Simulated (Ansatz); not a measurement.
A nudged elastic band was laid between two geometries of ClGaH2 + H4Si (9 atoms, charge 0, multiplicity 1).

Method: RKS r2SCAN/def2-SVP in Ansatz.

```
movable images  : 7
climbing image  : yes
spring          : 5.0 eV/Å²
optimiser       : quadratic models (default)
start path      : through a guess of the saddle point
force threshold : 0.05 eV/Å
iteration limit : 60
end points      : relaxed
```

Image 0:

```xyz
9
Properties=species:S:1:pos:R:3
Ga -1.189 -0.171 -1.269
Cl -0.398 0.698 -3.093
H -1.035 -1.714 -1.153
H -2.047 0.792 -0.398
H 0.603 0.240 -0.247
Si 0.940 0.076 1.217
H 2.192 -0.725 1.285
H 1.124 1.439 1.783
H -0.190 -0.634 1.875
```

Image 8:

```xyz
9
Properties=species:S:1:pos:R:3
Ga -1.141 -0.533 -0.450
Cl 0.442 0.776 -2.306
H -1.225 -1.850 -1.293
H -2.324 0.495 -0.524
H 0.800 1.702 -1.478
Si 0.561 -0.227 1.226
H 1.780 -1.070 1.000
H 1.030 1.204 1.207
H 0.078 -0.496 2.619
```

(1) Which bonds break or form, and what moves?

(2) What energy profile does the band end with?

(3) What is the geometry of the highest image?

(4) What are the harmonic wavenumbers there?

## Answers

(1) Bonds broken: H5–Si6. Bonds formed: Ga1–Si6, Cl2–H5. ClGaH2 + H4Si becomes ClGaH6Si.

(2) The run converged. The highest image is number 4 of 0 to 8, 1.43 eV above the first end and 0.39 eV above the last; the last end lies 1.04 eV above the first. A vibrational analysis at the climbing image gives one clearly imaginary mode, 622i cm⁻¹: a first-order saddle point. The orbitals stay closed-shell, which can raise the energy where a bond breaks towards radicals; this wasn't checked here.

```json
{"image": "0", "path coordinate (Å)": "0.00", "energy (eV)": "0.00", "H5–Si6 (Å)": "1.51", "Ga1–Si6 (Å)": "3.28", "Cl2–H5 (Å)": "3.05"}
{"image": "1", "path coordinate (Å)": "0.46", "energy (eV)": "0.02", "H5–Si6 (Å)": "1.51", "Ga1–Si6 (Å)": "3.22", "Cl2–H5 (Å)": "2.80"}
{"image": "2", "path coordinate (Å)": "0.93", "energy (eV)": "0.22", "H5–Si6 (Å)": "1.51", "Ga1–Si6 (Å)": "3.00", "Cl2–H5 (Å)": "2.41"}
{"image": "3", "path coordinate (Å)": "1.39", "energy (eV)": "0.91", "H5–Si6 (Å)": "1.65", "Ga1–Si6 (Å)": "2.73", "Cl2–H5 (Å)": "1.97"}
{"image": "4", "path coordinate (Å)": "1.86", "energy (eV)": "1.43", "H5–Si6 (Å)": "1.99", "Ga1–Si6 (Å)": "2.53", "Cl2–H5 (Å)": "1.53"}
{"image": "5", "path coordinate (Å)": "2.36", "energy (eV)": "1.27", "H5–Si6 (Å)": "2.39", "Ga1–Si6 (Å)": "2.44", "Cl2–H5 (Å)": "1.33"}
{"image": "6", "path coordinate (Å)": "2.87", "energy (eV)": "1.13", "H5–Si6 (Å)": "2.74", "Ga1–Si6 (Å)": "2.42", "Cl2–H5 (Å)": "1.29"}
{"image": "7", "path coordinate (Å)": "3.37", "energy (eV)": "1.05", "H5–Si6 (Å)": "3.10", "Ga1–Si6 (Å)": "2.41", "Cl2–H5 (Å)": "1.29"}
{"image": "8", "path coordinate (Å)": "3.87", "energy (eV)": "1.04", "H5–Si6 (Å)": "3.33", "Ga1–Si6 (Å)": "2.41", "Cl2–H5 (Å)": "1.29"}
```

(3) 
```xyz
9
Properties=species:S:1:pos:R:3
Ga -1.117 -0.319 -0.683
Cl 0.335 0.843 -2.366
H -1.111 -1.811 -1.112
H -2.288 0.668 -0.430
H 0.554 0.538 -0.885
Si 0.719 0.033 1.028
H 1.950 -0.800 0.888
H 1.088 1.417 1.449
H -0.129 -0.568 2.113
```

(4) 622i, 80, 152, 269, 274, 300, 447, 505, 522, 668, 696, 709, 883, 925, 931, 1323, 2008, 2032, 2173, 2222, 2235 cm⁻¹.

Time of the run: 3 min on 2 threads of Arm Neoverse V2, on a shared host, peak memory 0.18 GiB.
